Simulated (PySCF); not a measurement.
# How methods differ on the excitation energy of Ca⁺

Ca⁺ [Ar] 4s1 (2S) → Ca⁺ [Ar] 4p1 (2P), as a difference of total energies. All numbers are calculated (PySCF 2.14, the non-relativistic Hamiltonian (point nucleus), in def2-QZVPPD (11s6p4d3f, 70 functions)). Correlated levels: valence and next inner shell: [Ne] frozen. The calculations carry no spin-orbit coupling.

```tsv
method	excitation energy (eV)	difference from reference (eV)
UHF	2.895	-0.247
LDA	2.935	-0.207
PBE	2.762	-0.380
PBE0	2.800	-0.342
r2SCAN	2.709	-0.433
revPBE	2.674	-0.468
wB97X	2.828	-0.314
PW91	2.771	-0.371
M06-L	2.447	-0.695
MP2 (valence and next inner shell)	3.110	-0.032
SCS-MP2 (valence and next inner shell)	3.065	-0.077
```

Reference: 3.142 eV (measured; NIST levels, between the centres of gravity of the two terms).

These non-relativistic numbers lack the scalar-relativistic shift.

Errors of the correlated levels include the incompleteness of this basis and the frozen core.
